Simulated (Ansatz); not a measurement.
`C[SiH](S)CS` → `[CH2]` (triplet) + `C[SiH](S)S`  (formal loss of a carbene)

Isolated molecules relaxed with PBE0-D4/def2-TZVP in Ansatz; ΔE leaves out vibrations. CCSD(T)/CBS adds triple-zeta CCSD(T) − MP2 to the extrapolated MP2 energy (def2 sets, frozen cores). This one scheme is used for every species. Functionals use def2-TZVPP. B3LYP here is the variant with VWN-RPA as its local correlation; programs differ in this. Triplets are unrestricted, without spin–orbit coupling. One conformer a species, not always the lowest.

```json
{"level": "PBE-D4", "ΔE (kJ/mol)": "364.6", "difference from CCSD(T)/CBS": "5.7"}
{"level": "r2SCAN-D4", "ΔE (kJ/mol)": "333.0", "difference from CCSD(T)/CBS": "-25.9"}
{"level": "PBE0-D4", "ΔE (kJ/mol)": "354.3", "difference from CCSD(T)/CBS": "-4.6"}
{"level": "B3LYP-D4", "ΔE (kJ/mol)": "351.4", "difference from CCSD(T)/CBS": "-7.5"}
{"level": "ωB97X-V", "ΔE (kJ/mol)": "368.8", "difference from CCSD(T)/CBS": "9.9"}
{"level": "ωB97M-V", "ΔE (kJ/mol)": "361.5", "difference from CCSD(T)/CBS": "2.6"}
{"level": "B2PLYP", "ΔE (kJ/mol)": "347.0", "difference from CCSD(T)/CBS": "-11.9"}
{"level": "PBE", "ΔE (kJ/mol)": "356.9", "difference from CCSD(T)/CBS": "-2.0"}
{"level": "r2SCAN", "ΔE (kJ/mol)": "330.7", "difference from CCSD(T)/CBS": "-28.2"}
{"level": "PBE0", "ΔE (kJ/mol)": "347.6", "difference from CCSD(T)/CBS": "-11.3"}
{"level": "B3LYP", "ΔE (kJ/mol)": "339.4", "difference from CCSD(T)/CBS": "-19.5"}
{"level": "HF/def2-TZVPP", "ΔE (kJ/mol)": "205.6", "difference from CCSD(T)/CBS": "-153.3"}
{"level": "MP2/def2-TZVPP", "ΔE (kJ/mol)": "358.8", "difference from CCSD(T)/CBS": "-0.1"}
{"level": "SCS-MP2/def2-TZVPP", "ΔE (kJ/mol)": "360.4", "difference from CCSD(T)/CBS": "1.5"}
{"level": "CCSD/def2-TZVPP", "ΔE (kJ/mol)": "336.0", "difference from CCSD(T)/CBS": "-22.9"}
{"level": "CCSD(T)/def2-TZVPP", "ΔE (kJ/mol)": "347.9", "difference from CCSD(T)/CBS": "-11.0"}
{"level": "HF/def2-QZVPP", "ΔE (kJ/mol)": "206.2", "difference from CCSD(T)/CBS": "-152.7"}
{"level": "MP2/def2-QZVPP", "ΔE (kJ/mol)": "365.2", "difference from CCSD(T)/CBS": "6.3"}
{"level": "SCS-MP2/def2-QZVPP", "ΔE (kJ/mol)": "368.0", "difference from CCSD(T)/CBS": "9.1"}
{"level": "HF/CBS(def2)", "ΔE (kJ/mol)": "206.3", "difference from CCSD(T)/CBS": "-152.6"}
{"level": "MP2/CBS(def2)", "ΔE (kJ/mol)": "369.7", "difference from CCSD(T)/CBS": "10.8"}
{"level": "CCSD/CBS(def2)", "ΔE (kJ/mol)": "346.9", "difference from CCSD(T)/CBS": "-12.0"}
{"level": "CCSD(T)/CBS", "ΔE (kJ/mol)": "358.9", "difference from CCSD(T)/CBS": "0"}
```

Largest T1 diagnostic among the species: 0.011.

In def2-TZVPP, CCSD(T) changes the Hartree–Fock value by +142.3 kJ/mol (the triples alone add +12.0 kJ/mol) and MP2 by +153.1 kJ/mol. From PBE to PBE0 (25 % exact exchange), in def2-TZVPP and without D4, ΔE moves by −9.4 kJ/mol. The D4 term adds +12.1 kJ/mol with B3LYP and +6.7 kJ/mol with PBE0; it sums over pairs of atoms, weighted by their polarisabilities, and B3LYP, whose exchange is more repulsive, gets the larger term.
